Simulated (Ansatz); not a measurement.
OsO3⁻. Total charge -1; doublet. Geometry PBE-D4/def2-TZVPD.

```xyz
4

Os   -0.082    0.350   -0.704
O     0.239   -1.022    2.059
O     0.104   -0.444    0.897
O    -0.261    1.117   -2.252
```

In the def2 sets Os takes a core potential; there is no spin–orbit coupling. The structure holds one bond between oxygen atoms, so isomers without such links may lie far lower. Another isomer (doublet) lies 4.37 eV lower at PBE0-D4/def2-TZVPD; other spin states weren't run for this one.

(1) Estimate the α-spin orbital energies around the gap (eV) in Ansatz with LDA (SPW92)/def2-TZVPD, PBE-D4/def2-TZVPD, r2SCAN-D4/def2-TZVPD, PBE0-D4/def2-TZVPD, ωB97M-V/def2-TZVPD.

Answers

(1) 
```
orbital  LDA (SPW92)/def2-TZVPD  PBE-D4/def2-TZVPD  r2SCAN-D4/def2-TZVPD  PBE0-D4/def2-TZVPD  ωB97M-V/def2-TZVPD
 HOMO−9                   -6.97              -6.65                 -6.99               -8.34              -10.93
 HOMO−8                   -6.97              -6.65                 -6.99               -8.34              -10.93
 HOMO−7                   -4.25              -3.97                 -4.32               -5.67               -8.18
 HOMO−6                   -4.25              -3.97                 -4.27               -5.51               -8.01
 HOMO−5                   -4.16              -3.94                 -4.27               -5.51               -8.01
 HOMO−4                   -1.47              -1.45                 -2.07               -3.36               -5.96
 HOMO−3                   -1.22              -0.96                 -1.33               -2.56               -5.45
 HOMO−2                   -1.22              -0.96                 -1.08               -2.18               -4.55
 HOMO−1                   -1.14              -0.95                 -1.08               -1.95               -3.93
   HOMO                   -0.87              -0.70                 -1.05               -1.95               -3.93
   LUMO                    1.61               1.84                  1.84                2.55                3.64
 LUMO+1                    1.61               1.84                  1.84                2.55                3.68
 LUMO+2                    3.17               3.17                  3.55                3.48                3.68
 LUMO+3                    3.17               3.17                  3.55                3.48                4.60
 LUMO+4                    3.29               3.24                  3.62                3.52                4.60
 LUMO+5                    3.96               3.90                  4.46                4.34                4.79
 β HOMO                   -0.42              -0.38                 -0.52               -1.48               -3.85
 β LUMO                   -0.20               0.31                  0.80                1.64                3.64
```
